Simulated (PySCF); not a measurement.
Field gradients from PBE0/pcSseg-1 densities (PySCF, non-relativistic) at GFN2-xTB geometries, isolated species, one conformer each; χzz is the principal value of largest magnitude, with Q(14N) = 0.02044 b, Q(17O) = −0.0256 b. GFN2-xTB bond lengths can be off by several hundredths of an ångström, more for odd bonds, and the gradients follow them. The small basis limits the accuracy of the gradients.

Task: Rank these 14N sites by the size of the quadrupole coupling, smallest first.
A. The silicon-bound nitrogen of `C#C[Si@H]([SiH3])O[SiH2]N`
B. The pyridine-type nitrogen of `P#Cc1cccnc1`
C. The pyrrole-type nitrogen of `CCn1cpc(C(F)(F)F)c1`
D. The nitrile nitrogen of `N#Cc1cccpc1`
E. The nitrogen bridging silicon atoms of `O=C(O)[SiH2]N([SiH3])[SiH3]`

Result: C (2.401 MHz), E (2.983 MHz), A (4.507 MHz), D (4.694 MHz), B (5.515 MHz).

Task: These 17O couplings (χzz in MHz, η) are listed in rising order: (-11.29, 0.41); (-8.059, 0.50); (-6.538, 0.23); (8.904, 0.24); (10.12, 0.56). Assign them to: the carbonyl oxygen of `CC(F)(F)C(=O)Cl`; the siloxane oxygen of `Cl[SiH2]O[SiH2]P[SiH2]Cl`; O1 (acid carbonyl oxygen) in `[O:1]=[C:2]([OH:3])[SiH2:4][N:5]([SiH3:6])[SiH3:7]`; the silanol oxygen of `CN[SiH2]C[SiH2]O`; the silyl ether oxygen of `N#CCO[SiH]([SiH3])[SiH3]`.

Result: -11.29 MHz, η 0.41: the silyl ether oxygen of `N#CCO[SiH]([SiH3])[SiH3]`; -8.059 MHz, η 0.50: the silanol oxygen of `CN[SiH2]C[SiH2]O`; -6.538 MHz, η 0.23: the siloxane oxygen of `Cl[SiH2]O[SiH2]P[SiH2]Cl`; 8.904 MHz, η 0.24: O1 (acid carbonyl oxygen) in `[O:1]=[C:2]([OH:3])[SiH2:4][N:5]([SiH3:6])[SiH3:7]`; 10.12 MHz, η 0.56: the carbonyl oxygen of `CC(F)(F)C(=O)Cl`.

All sites together:

```tsv
nucleus	site	Vzz (au)	η	χzz (MHz)
14N	the silicon-bound nitrogen of C#C[Si@H]([SiH3])O[SiH2]N	-0.938	0.35	-4.507
14N	the pyridine-type nitrogen of P#Cc1cccnc1	-1.148	0.40	-5.515
14N	the nitrile nitrogen of N#Cc1cccpc1	-0.977	0.04	-4.694
14N	the pyrrole-type nitrogen of CCn1cpc(C(F)(F)F)c1	-0.500	0.16	-2.401
14N	the nitrogen bridging silicon atoms of O=C(O)[SiH2]N([SiH3])[SiH3]	-0.621	0.06	-2.983
17O	the carbonyl oxygen of CC(F)(F)C(=O)Cl	-1.682	0.56	10.12
17O	the siloxane oxygen of Cl[SiH2]O[SiH2]P[SiH2]Cl	1.087	0.23	-6.538
17O	O1 (acid carbonyl oxygen) in [O:1]=[C:2]([OH:3])[SiH2:4][N:5]([SiH3:6])[SiH3:7]	-1.480	0.24	8.904
17O	the silanol oxygen of CN[SiH2]C[SiH2]O	1.340	0.50	-8.059
17O	the silyl ether oxygen of N#CCO[SiH]([SiH3])[SiH3]	1.877	0.41	-11.29
```
